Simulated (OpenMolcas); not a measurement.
## Pt I: effect of the IPEA shift

```yaml
Program: OpenMolcas 26.06
Basis: ANO-RCC-VTZP [8s7p5d3f1g]
Scalar_Hamiltonian: DKH2, point nucleus
Active_space: 10 electrons in 9 orbitals (RAS2 5d 6s; RAS3 6p, at most 2 electrons)
State_averaging: 2S+1 = 3 even, 15 roots; 2S+1 = 1 even, 20 roots kept (CI in the orbitals of an earlier block); 2S+1 = 3 odd, 3 roots; 2S+1 = 5 odd, 5 roots kept (CI in the orbitals of an earlier block); 2S+1 = 1 odd, 5 roots kept (CI in the orbitals of an earlier block, 0 in the spin-orbit step)
Spin-orbit_coupling: state interaction with AMFI integrals over the reference wave functions, term energies averaged over their components
```

Methods on the same reference wave functions:
A. RASSCF
B. MS-RASPT2, IPEA 0 Eh, imaginary shift 0.1 Eh (closed shells correlated: 5s 5p)
C. MS-RASPT2, IPEA 0.25 Eh, imaginary shift 0.1 Eh (closed shells correlated: 5s 5p)

Energies in cm⁻¹ above 5d⁹ 6s ³D₃, the measured ground level; measured values from NIST Handbook of Basic Atomic Spectroscopic Data.

| Level | A | B | C | Measured |
| --- | --- | --- | --- | --- |
| 5d⁸ 6s² ³F₄ | -6671 | -1260 | -384 | 824 |
| 5d⁹ 6s ³D₃ | 0.0 | 0.0 | 0.0 | 0.0 |
| 5d⁸ 6s² ³F₃ | 2469 | 7980 | 8860 | 10117 |
| 5d⁸ 6s² ³F₂ [50 %] | 9550 | 13300 | 14360 |  |
| 5d⁹ 6s ³D₁ | 10434 | 10430 | 10430 | 10132 |
| 5d⁸ 6s² ³P₁ | 14505 | 16290 | 17660 | 18567 |
| 5d⁸ 6s² ³P₀ | 15187 | 19370 | 20690 | 16983 |
| 5d⁸ 6s² ¹G₄ | 17341 | 20210 | 21010 | 21967 |
| 5d⁸ 6s² ¹D₂ [54 %] | 22307 | 24780 | 25660 |  |

A puts 5d⁸ 6s² ³F₄ lowest. B puts 5d⁹ 6s ¹D₂ [66 %] lowest. C puts 5d⁹ 6s ¹D₂ [62 %] lowest.

Deviations, from unrounded energies. A percentage is the sum of absolute deviations over the sum of measured energies, with the sign that they share, or ± where signs differ.

```json
{"Against measurement": "mean absolute deviation (cm-1)", "Levels": "6", "A": "4300", "B": "1800", "C": "1400"}
{"Against measurement": "fine structure of the ground term (%)", "Levels": "1", "A": "+3.0", "B": "+3.0", "C": "+3.0"}
{"Against measurement": "other configurations (%)", "Levels": "5", "A": "-37.4", "B": "±15.6", "C": "±11.7"}
```

C lies closest to measurement on these levels and A furthest from it. The largest miss of C in the table is 5d⁸ 6s² ³P₀, by +3700 cm-1. The ranking rests on the paired levels alone, and a cruder setting can come out closer through cancelling errors.

Between B and C the level of the table that moves most is 5d⁸ 6s² ³P₁, by 1400 cm-1 (lowest in B, highest in C). Moves below CASPT2's spread within the term are not significant.

The mean deviations of B to C differ by less than CASPT2's widest spread within a term (1300 cm-1), so their order carries little weight.

The lowest spin-free term lies below A's lowest term by 0.545 hartree in B, 0.533 hartree in C.

CASPT2 breaks the degeneracy within a term, and the mean is taken; among the terms shown or strongly mixed into the levels shown the widest spread is 1300 cm-1 (5d⁸ 6s² ³F, B). Over all roots computed the reference weight is 0.81 to 0.89 in B, 0.83 to 0.90 in C; the roots of lowest weight are the least certain, and an intruder state may touch them. Some high roots are left out of the spin-orbit mixing, which shifts the levels that they would mix with. Terms from blocks run as CI alone lack orbitals of their own. The lowest computed level is not the ground level that NIST lists (3D3). Configurations are named by rounded mean occupations; where the s occupation lies near a half they are strongly mixed, a name can repeat and a true partner stay unpaired. A single d shell beside an s shell can misplace configurations of different d count against each other. Without dynamic correlation excited terms often stand tens of per cent too high (terms of higher spin than the ground term too low), and those without a measured partner can miss by more than the paired ones (holds for A). The CASPT2 spread within a term exceeds the gap to the next term for 5d⁸ 6s² ¹D and 5d⁸ 6s² ¹G, so the order of their levels is uncertain (holds for B; C). Computed and measured levels are paired by configuration, term and J; levels that our copy of the source lacks, or whose pairing is in doubt (as where it misses far off the trend of its configuration), stay unpaired and out of the deviations. Levels of configurations outside the active space are missing. The table leaves out levels that lie high or whose names do not pair safely across all columns.

A share in square brackets marks a mixed level and gives the weight of the term that names it, the lowest over the columns.
